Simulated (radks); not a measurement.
The table gives one normalised radial function P(r) = r R(r) (large component) of Kr in [Ar] 3d10 4s1.5 4p6 5s0.5 (r in bohr). All-electron calculation, Dirac Kohn-Sham, exchange-only B88, spin-unpolarised, spherical densities, finite nucleus; Fermi nuclear charge, rms radius 4.1884 fm. Program: a radial shooting solver on a logarithmic mesh with Libxc functionals.

r          P
0.00556   0.0001
0.008772  0.0005
0.01395   0.0019
0.02201   0.0067
0.03501   0.0231
0.05568   0.0739
0.08784   0.2066
0.1397    0.4970
0.2204    0.9357
0.3506    1.3029
0.5531    1.2220
0.8797    0.7104
1.399     0.2246
2.207     0.0315
3.511     0.0012
5.539     0.0000
8.809     0.0000
13.9      0.0000
22.1      0.0000

Which n and l does it have? It may be an empty orbital.

Answer. n = 3, l = 2: the number of nodes gives n - l - 1 = 0, the rise at small r points to l (this Dirac orbital starts outside the nucleus as r^gamma with gamma = sqrt((l + 1)^2 - (Z/c)^2) = 2.99; the j = 5/2 orbital of l + 1 starts with the same power, but with a smaller coefficient, and then steepens), and the extent must fit the shell. The curve is that of 3d5/2; the two j differ most near the nucleus, where j = l - 1/2 has the larger amplitude, and in heavy atoms j = l - 1/2 is also the more compact. 3d5/2: eigenvalue -83.737 eV, 0 radial nodes, <r> = 0.557 bohr, 90 % of the charge inside 0.913 bohr.
